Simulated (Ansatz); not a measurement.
Reaction (isomerisation): `C=C(F)N[SiH3]` → `C[Si]1(F)CN1`

Program: Ansatz. Geometries: PBE0-D4/def2-TZVP. ΔE: electronic, gas phase. CCSD(T)/CBS is the MP2 limit (def2-TZVPP, def2-QZVPP) plus CCSD(T) − MP2 in def2-TZVPP, frozen cores. Functionals use def2-TZVPP. B3LYP here is the variant with VWN-RPA as its local correlation; programs differ in this. One conformer a species, not always the lowest.

Task: Is it downhill or uphill in electronic energy at CCSD(T)/CBS, and by how much? (Best estimate.)

Result: Computed: Downhill: ΔE = -40.9 kcal/mol.

Task: What do these levels give: PBE-D4, r2SCAN-D4, B3LYP-D4, ωB97X-V, B2PLYP, PBE0, HF/def2-TZVPP, MP2/def2-TZVPP, HF/def2-QZVPP, MP2/def2-QZVPP, SCS-MP2/def2-QZVPP, HF/CBS(def2)? (An estimate is asked.)

Result: The calculation gave: PBE-D4 -37.9, r2SCAN-D4 -39.2, B3LYP-D4 -35.6, ωB97X-V -38.7, B2PLYP -37.9, PBE0 -39.3, HF/def2-TZVPP -31.8, MP2/def2-TZVPP -42.6, HF/def2-QZVPP -32.4, MP2/def2-QZVPP -43.9, SCS-MP2/def2-QZVPP -41.0, HF/CBS(def2) -32.4 kcal/mol.

Largest T1 diagnostic among the species: 0.012.

In def2-TZVPP, CCSD(T) changes the Hartree–Fock value by −7.1 kcal/mol (the triples alone add −0.0 kcal/mol) and MP2 by −10.8 kcal/mol. From PBE to PBE0 (25 % exact exchange), in def2-TZVPP and without D4, ΔE moves by −1.5 kcal/mol.
